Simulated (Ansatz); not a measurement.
Stepwise reaction of `Cl[SiH2][GeH2][Cl]` with ammonia, as a gas-phase model of exchange steps in deposition or etching. ΔE in kJ/mol.

Isolated molecules relaxed with PBE0-D4/def2-TZVP in Ansatz; ΔE leaves out vibrations. CCSD(T)/CBS is the MP2 limit (def2-TZVPP, def2-QZVPP) plus CCSD(T) − MP2 in def2-TZVPP, frozen cores. This one scheme is used for every species. Functionals use def2-TZVPP. B3LYP here is the variant with VWN-RPA as its local correlation; programs differ in this. For Ge outer-core shells are correlated without core-valence functions, which leaves a few kJ/mol of doubt a bond. Scalar relativity is left out up to krypton. Each species was taken in one conformer, which may not be the lowest.

| step | reaction | PBE-D4 | B3LYP-D4 | ωB97M-V | CCSD(T)/CBS |
| --- | --- | --- | --- | --- | --- |
| 2 | `N[SiH2][GeH2][Cl]` + NH₃ → `N[SiH2][GeH2][NH2]` + HCl | 86.4 | 88.6 | 87.0 | 83.2 |

Q: Give the row of step 1, `Cl[SiH2][GeH2][Cl]` + NH₃ → `N[SiH2][GeH2][Cl]` + HCl. (Best estimate.)

A: Computed: 
```csv
step,reaction,PBE-D4,B3LYP-D4,ωB97M-V,CCSD(T)/CBS
1,`Cl[SiH2][GeH2][Cl]` + NH₃ → `N[SiH2][GeH2][Cl]` + HCl,48.3,45.6,46.8,47.8
```

Q: By hand: ΔE of the 2 steps together at CCSD(T)/CBS.

A: (47.8) + (83.2) = 131.0 kJ/mol, or 65.5 kJ/mol a step.

In ΔE each step is higher than the one before. All are uphill at CCSD(T)/CBS. PBE-D4 differs from CCSD(T)/CBS by 0.5 to 3.2 kJ/mol a step. Only this route is followed, and other bonds may react first. Isolated molecules leave out the surface, adducts and barriers. Largest T1 diagnostic: 0.011.
